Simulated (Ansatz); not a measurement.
A structure relaxed at PBE0-D4/def2-TZVP, charge 0, multiplicity 1:

Cartesian coordinates in Å:
```
B 1.9024 0.4491 0.9316
Si 0.5624 -0.5183 -0.1749
Si -1.2685 -1.0686 1.1832
Si -0.3058 0.9753 -1.7609
H 1.5609 1.4396 1.5096
H 3.0363 0.0918 1.0503
H 1.0560 -1.7447 -0.8651
H -1.8246 0.1765 1.7774
H -0.8765 -1.9883 2.2850
H -2.3267 -1.7282 0.3714
H 0.7522 1.4749 -2.6801
H -1.3573 0.3039 -2.5717
H -0.9109 2.1368 -1.0557
```

(1) Give its formula and SMILES.

(2) Point group (tolerance 0.08 Å, 0.16 Å for H)?

(3) Summarise the bond lengths by kind.

## Answers

(1) BH9Si3, `B[SiH]([SiH3])[SiH3]`.

(2) Cs.

(3) 1 × B–Si 1.989 Å; 2 × B–H 1.195 to 1.197 Å; 2 × Si–Si 2.345 Å; 7 × H–Si 1.487 to 1.491 Å.

Program: Ansatz 0.2.0.
